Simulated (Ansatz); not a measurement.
Steps of a relaxation of `OCC1OCCCO1` with RKS PBE-D4/def2-SVP.

```sh
$ ansatz run in.yaml --threads 2 --pin off --events-out ev --progress --plain --max-ram 22528MiB --backend cpu
```

```yaml
crystal:
  periodic: [false, false, false]
  atoms:
    - {symbol: O, position_ang: [-0.236900, -0.527660, 2.822700]}
    - {symbol: C, position_ang: [-0.562590, -0.869170, 1.504240]}
    - {symbol: C, position_ang: [-0.845040, 0.372800, 0.624790]}
    - {symbol: O, position_ang: [-1.364090, 0.013550, -0.629760]}
    - {symbol: C, position_ang: [-0.393470, -0.500000, -1.527200]}
    - {symbol: C, position_ang: [0.770230, 0.478830, -1.681380]}
    - {symbol: C, position_ang: [1.294250, 0.804300, -0.282680]}
    - {symbol: O, position_ang: [0.237900, 1.255390, 0.547010]}
    - {symbol: H, position_ang: [-0.896210, 0.084980, 3.166860]}
    - {symbol: H, position_ang: [-1.455130, -1.510600, 1.459170]}
    - {symbol: H, position_ang: [0.292660, -1.434150, 1.130790]}
    - {symbol: H, position_ang: [-1.644520, 0.957220, 1.104660]}
    - {symbol: H, position_ang: [-0.926560, -0.641490, -2.469220]}
    - {symbol: H, position_ang: [-0.026110, -1.475340, -1.178200]}
    - {symbol: H, position_ang: [0.406800, 1.395000, -2.149180]}
    - {symbol: H, position_ang: [1.556800, 0.044930, -2.296810]}
    - {symbol: H, position_ang: [2.010090, 1.628000, -0.302790]}
    - {symbol: H, position_ang: [1.781880, -0.076570, 0.156980]}
basis:
  gaussian: {orbitals: def2-SVP}
hamiltonian: {xc: pbe, dispersion: d4}
relax: {f_tol: 0.03, max_steps: 200}
```

Positions (Å) and forces (eV/Å) along the path, 8 of 18 steps:

```xyz
18
step=1 energy=-11466.5885 eV
O    -0.237   -0.528    2.823    0.720   -0.198    0.269
C    -0.563   -0.869    1.504   -0.239    0.681    0.245
C    -0.845    0.373    0.625    0.104   -0.374    0.121
O    -1.364    0.014   -0.630   -0.333    0.087   -0.122
C    -0.393   -0.500   -1.527    0.077    0.494    0.088
C     0.770    0.479   -1.681   -0.286   -0.313    0.727
C     1.294    0.804   -0.283   -0.428    0.114   -0.283
O     0.238    1.255    0.547   -0.005    0.357    0.165
H    -0.896    0.085    3.167   -0.437    0.336    0.101
H    -1.455   -1.511    1.459   -0.417   -0.382   -0.234
H     0.293   -1.434    1.131    0.373   -0.396   -0.311
H    -1.645    0.957    1.105   -0.339    0.185    0.250
H    -0.927   -0.641   -2.469   -0.184   -0.197   -0.514
H    -0.026   -1.475   -1.178    0.226   -0.551    0.060
H     0.407    1.395   -2.149   -0.168    0.512   -0.308
H     1.557    0.045   -2.297    0.499   -0.230   -0.437
H     2.010    1.628   -0.303    0.477    0.321   -0.015
H     1.782   -0.077    0.157    0.358   -0.445    0.198
18
step=2 energy=-11466.6592 eV
O    -0.203   -0.520    2.824    0.255   -0.084    0.040
C    -0.572   -0.865    1.510   -0.033    0.259    0.063
C    -0.859    0.373    0.628    0.035   -0.175    0.127
O    -1.375    0.012   -0.635   -0.144   -0.004   -0.084
C    -0.397   -0.502   -1.534    0.088    0.181    0.061
C     0.771    0.476   -1.674   -0.107   -0.079    0.234
C     1.292    0.813   -0.274   -0.174   -0.016   -0.119
O     0.225    1.265    0.552    0.037    0.191    0.059
H    -0.865    0.096    3.181   -0.148    0.093   -0.009
H    -1.477   -1.510    1.464   -0.137   -0.123   -0.045
H     0.272   -1.450    1.104    0.074   -0.135   -0.085
H    -1.669    0.953    1.117   -0.107    0.077    0.043
H    -0.921   -0.654   -2.493   -0.054   -0.055   -0.141
H    -0.023   -1.492   -1.193    0.053   -0.185    0.017
H     0.410    1.401   -2.156   -0.035    0.153   -0.107
H     1.572    0.040   -2.296    0.145   -0.055   -0.136
H     2.025    1.637   -0.296    0.136    0.089    0.001
H     1.793   -0.074    0.171    0.118   -0.131    0.082
18
step=3 energy=-11466.6715 eV
O    -0.156   -0.516    2.805    0.002   -0.013   -0.020
C    -0.580   -0.864    1.506    0.019    0.018   -0.006
C    -0.873    0.374    0.627   -0.008   -0.042    0.050
O    -1.383    0.007   -0.641   -0.006   -0.021   -0.042
C    -0.394   -0.505   -1.534    0.023   -0.004   -0.032
C     0.773    0.476   -1.665   -0.001   -0.010    0.023
C     1.283    0.818   -0.263    0.026   -0.010   -0.018
O     0.208    1.276    0.553    0.003    0.028    0.008
H    -0.810    0.105    3.177    0.019   -0.022   -0.034
H    -1.501   -1.499    1.485    0.023    0.024    0.024
H     0.237   -1.478    1.069   -0.060    0.027    0.020
H    -1.692    0.954    1.113    0.018   -0.009   -0.026
H    -0.909   -0.664   -2.503    0.000    0.007    0.023
H    -0.019   -1.503   -1.195   -0.009    0.027   -0.003
H     0.416    1.405   -2.159    0.009   -0.023    0.017
H     1.584    0.042   -2.288   -0.020    0.009    0.014
H     2.025    1.641   -0.283   -0.015   -0.011    0.008
H     1.789   -0.069    0.195   -0.024    0.024   -0.006
18
step=4 energy=-11466.6768 eV
O    -0.100   -0.519    2.774    0.028    0.001   -0.017
C    -0.593   -0.865    1.501   -0.028   -0.029   -0.024
C    -0.893    0.365    0.616   -0.007    0.025    0.086
O    -1.388   -0.009   -0.656   -0.003   -0.017   -0.007
C    -0.384   -0.509   -1.540    0.027   -0.017    0.000
C     0.777    0.480   -1.654    0.012    0.001   -0.003
C     1.271    0.818   -0.245    0.007   -0.026   -0.003
O     0.183    1.275    0.555   -0.002    0.042   -0.021
H    -0.706    0.144    3.155    0.007    0.013    0.002
H    -1.531   -1.472    1.534   -0.023   -0.021    0.003
H     0.180   -1.509    1.033    0.004   -0.015    0.004
H    -1.720    0.940    1.094    0.013    0.000   -0.034
H    -0.888   -0.668   -2.515    0.004    0.000    0.015
H    -0.003   -1.504   -1.199   -0.021    0.021   -0.019
H     0.420    1.409   -2.146    0.006   -0.008    0.006
H     1.596    0.054   -2.271   -0.012    0.005    0.008
H     2.014    1.640   -0.253   -0.009   -0.007    0.004
H     1.765   -0.072    0.217   -0.003    0.032    0.001
18
step=9 energy=-11466.7068 eV
O     0.119   -0.575    2.593   -0.155    0.290    0.078
C    -0.669   -0.900    1.466    0.050   -0.039    0.072
C    -0.994    0.331    0.583   -0.081   -0.004   -0.022
O    -1.415   -0.053   -0.712    0.025    0.011    0.001
C    -0.352   -0.521   -1.545    0.011   -0.012    0.004
C     0.801    0.485   -1.579    0.001    0.014   -0.004
C     1.202    0.835   -0.145    0.018   -0.025   -0.022
O     0.052    1.280    0.577   -0.002    0.017    0.041
H    -0.095    0.352    2.847    0.105   -0.337   -0.168
H    -1.648   -1.376    1.735    0.088    0.032    0.002
H    -0.102   -1.662    0.887   -0.048    0.037    0.018
H    -1.858    0.878    1.021    0.013   -0.007   -0.020
H    -0.798   -0.672   -2.548    0.003    0.006    0.008
H     0.024   -1.515   -1.199   -0.007    0.005   -0.001
H     0.466    1.409   -2.094    0.004    0.002    0.001
H     1.663    0.070   -2.143   -0.007    0.001    0.007
H     1.929    1.671   -0.112   -0.005   -0.003   -0.005
H     1.673   -0.038    0.368   -0.012    0.012    0.009
18
step=11 energy=-11466.7334 eV
O     0.154   -0.587    2.541   -0.075    0.868    0.121
C    -0.704   -0.914    1.467    0.043    0.020    0.019
C    -1.035    0.313    0.575   -0.168   -0.039    0.019
O    -1.421   -0.065   -0.729    0.042    0.013    0.016
C    -0.337   -0.523   -1.539    0.024   -0.026   -0.006
C     0.806    0.494   -1.547   -0.001    0.009    0.009
C     1.176    0.838   -0.103    0.049   -0.026   -0.079
O     0.008    1.271    0.602    0.037    0.049    0.077
H     0.186    0.410    2.585   -0.011   -0.903   -0.167
H    -1.680   -1.336    1.814    0.087    0.008    0.017
H    -0.216   -1.713    0.865   -0.022    0.002   -0.021
H    -1.911    0.853    0.994    0.021   -0.010   -0.019
H    -0.759   -0.681   -2.551    0.003    0.012    0.009
H     0.043   -1.513   -1.182   -0.011    0.012   -0.003
H     0.472    1.418   -2.065    0.006    0.003    0.004
H     1.684    0.091   -2.094   -0.008    0.002    0.008
H     1.896    1.679   -0.050   -0.006   -0.005   -0.004
H     1.639   -0.036    0.415   -0.012    0.011    0.000
18
step=12 energy=-11466.7674 eV
O     0.045   -0.502    2.599   -0.073    0.398   -0.054
C    -0.704   -0.910    1.475    0.100   -0.010   -0.017
C    -1.055    0.308    0.581   -0.056   -0.017   -0.077
O    -1.430   -0.054   -0.732    0.158    0.084    0.230
C    -0.343   -0.518   -1.535    0.008   -0.031   -0.036
C     0.797    0.499   -1.534   -0.027    0.011    0.014
C     1.176    0.810   -0.088    0.003   -0.001    0.051
O     0.019    1.264    0.637   -0.120   -0.220   -0.192
H     0.269    0.446    2.406   -0.032   -0.457    0.080
H    -1.647   -1.422    1.782    0.044    0.119   -0.024
H    -0.134   -1.660    0.874   -0.001   -0.011    0.022
H    -1.929    0.851    0.995    0.016    0.038    0.031
H    -0.755   -0.677   -2.551   -0.033    0.022    0.001
H     0.032   -1.506   -1.174    0.001   -0.012   -0.012
H     0.457    1.432   -2.029    0.018    0.012   -0.016
H     1.673    0.108   -2.092    0.002    0.000   -0.006
H     1.926    1.625   -0.024   -0.053   -0.018    0.040
H     1.605   -0.095    0.410    0.044    0.093   -0.035
18
step=18 energy=-11466.8105 eV
O    -0.281   -0.450    2.764    0.008    0.000    0.019
C    -0.714   -0.902    1.502   -0.008   -0.003    0.015
C    -1.018    0.303    0.594   -0.001   -0.009   -0.004
O    -1.412   -0.049   -0.709    0.001    0.020   -0.019
C    -0.354   -0.514   -1.547   -0.002   -0.016   -0.004
C     0.787    0.500   -1.578   -0.009    0.009    0.004
C     1.209    0.806   -0.142    0.014    0.002    0.002
O     0.079    1.221    0.633    0.006    0.011   -0.018
H     0.248    0.353    2.570   -0.006   -0.006   -0.002
H    -1.645   -1.493    1.628   -0.001   -0.003    0.001
H     0.031   -1.582    1.018    0.001    0.005    0.000
H    -1.865    0.873    1.027   -0.001   -0.006    0.006
H    -0.804   -0.660   -2.549   -0.001    0.000   -0.001
H     0.025   -1.508   -1.206    0.004   -0.005   -0.001
H     0.434    1.435   -2.061    0.001    0.004   -0.003
H     1.646    0.112   -2.165   -0.006    0.001    0.006
H     1.934    1.643   -0.093    0.001   -0.001    0.001
H     1.702   -0.088    0.313    0.001   -0.002    0.000
```

Hardware: 2 threads of an AMD EPYC 7R13 on a shared host. Wall time 63 s, peak host memory 0.29 GiB.
